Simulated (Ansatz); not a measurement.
Basis-set extrapolation for C₂H₄BClO, SMILES `OB1CC1Cl` (PBE0-D4/def2-TZVP geometry, frozen core, Ansatz 0.2.0). Multiplicity 1, RHF reference.

```
                      def2-TZVPP   def2-QZVPP
                 HF  -637.193854  -637.214767
    MP2 correlation    -0.850850    -0.917208
CCSD(T) correlation    -0.925291      not run
```

Energies in hartree. Use E(X) = E(∞) + A·exp(−7.88·√X) for Hartree–Fock and E(X) = E(∞) + B·X^(−2.97) for correlation, with X = 3 and 4, and add CCSD(T) minus MP2 of the smaller set to the MP2 limit.

What is the CCSD(T) energy at the basis-set limit?

HF limit: -637.214767 + (-0.020913) × 0.13774 = -637.21765. MP2 limit: -0.917208 + (-0.066358) × 0.74074 = -0.96636. Higher-order term: -0.925291 − (-0.850850) = -0.07444. Total: -638.25845 hartree, 365.7 kJ/mol below CCSD(T)/def2-TZVPP.
